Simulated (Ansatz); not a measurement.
Basis-set extrapolation for CH5NOSi (`N=C(O)[SiH3]`) (PBE0-D4/def2-TZVP geometry, frozen core, Ansatz). Multiplicity 1, RHF reference.

|  | def2-TZVPP | def2-QZVPP |
| --- | --- | --- |
| HF | -459.092356 | -459.109370 |
| MP2 correlation | -0.726161 | -0.779624 |
| CCSD(T) correlation | -0.788431 | not run |

Energies in hartree. Use E(X) = E(∞) + A·exp(−7.88·√X) for Hartree–Fock and E(X) = E(∞) + B·X^(−2.97) for correlation, with X = 3 and 4, and add CCSD(T) minus MP2 of the smaller set to the MP2 limit.

What is the CCSD(T) energy at the basis-set limit?

HF limit: -459.109370 + (-0.017014) × 0.13774 = -459.11171. MP2 limit: -0.779624 + (-0.053463) × 0.74074 = -0.81923. Higher-order term: -0.788431 − (-0.726161) = -0.06227. Total: -459.99321 hartree, 295.2 kJ/mol below CCSD(T)/def2-TZVPP.
